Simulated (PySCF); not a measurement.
**Radial density of S⁺ (sulfur, charge +1)**

M06-2X, [Ne] 3s2 3p3, high-spin 4S determinant. Calculation: PySCF 2.14, in cc-pV(D+d)Z; no relativity, point nucleus.

| r (bohr) | 4πr²ρ (e/bohr) | 4πr²(ρα − ρβ) |
| --- | --- | --- |
| 0.00136 | 0.05939 | 0.0000 |
| 0.00229 | 0.1636 | 0.0000 |
| 0.00385 | 0.4393 | 0.0001 |
| 0.00648 | 1.144 | 0.0003 |
| 0.0109 | 2.809 | 0.0008 |
| 0.0183 | 6.278 | 0.0020 |
| 0.0308 | 11.94 | 0.0051 |
| 0.0518 | 17.48 | 0.0166 |
| 0.0872 | 17.14 | 0.0629 |
| 0.147 | 12.26 | 0.2065 |
| 0.247 | 15.17 | 0.3850 |
| 0.415 | 16.46 | 0.1931 |
| 0.698 | 5.793 | 0.1105 |
| 1.17 | 3.076 | 1.4798 |
| 1.97 | 2.441 | 1.5054 |
| 3.32 | 0.3267 | 0.2322 |
| 5.59 | 0.004963 | 0.0046 |
